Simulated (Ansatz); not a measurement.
Ansatz results at the PBE0-D4/def2-TZVP geometry: size of the dipole moment (PBE/def2-TZVPP) 1.37 D; LUMO energy (PBE0/def2-TZVPP) 0.96 eV; LUMO energy (PBE/def2-TZVPP) 0.13 eV.

Each molecule was computed in one conformer, which needn't be the lowest.

Question: Which molecule gave them?
A. `CCCC(O)CC`
B. `COC(=O)c1ccc(Cl)cc1`
C. `CC1(C)CCC(=O)CC1=O`
D. `c1ccc2c(c1)CCCO2`

Answer: A. The others give `COC(=O)c1ccc(Cl)cc1`: 1.82, -1.58, -2.40; `CC1(C)CCC(=O)CC1=O`: 3.60, -0.99, -2.07; `c1ccc2c(c1)CCCO2`: 1.80, -0.13, -1.01.
